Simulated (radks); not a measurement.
Values are calculated unless marked as measured or tabulated.
Task: The mean radii <r> (bohr) of the occupied orbitals of an atom or ion are listed with their occupations. Code: a radial shooting solver on a logarithmic mesh with Libxc functionals. Model: scalar-relativistic Kohn-Sham, SCAN, spin-polarised, spherical densities, finite nucleus; meta-GGA in the generalised Kohn-Sham scheme; Fermi nuclear charge, rms radius of each element as measured or else 0.836 A^(1/3) + 0.57 fm.

orbital  occ.      <r>
1s up       1  0.01744
1s down     1  0.01744
2s up       1  0.07357
2s down     1  0.07356
2p up       3  0.06622
2p down     3  0.06622
3s up       1   0.1887
3s down     1   0.1886
3p up       3   0.1891
3p down     3   0.1890
3d up       5   0.1710
3d down     5   0.1709
4s up       1   0.3878
4s down     1   0.3883
4p up       3   0.4010
4p down     3   0.4015
4d up       4   0.4013

Name the element and its charge. Open shells, if any, are filled with parallel spins first.

Result: Z = 77, iridium, charge +37: Ir37+ in [Kr] 4d4. The 1s radius gives Z: for a bare nucleus <r> = (2 gamma + 1)/(2Z) with gamma = sqrt(1 - (Z/c)^2), 0.01724 bohr for Z = 77, and screening makes it slightly larger (0.01744 here). The occupations add up to 40, and the charge is Z minus that.
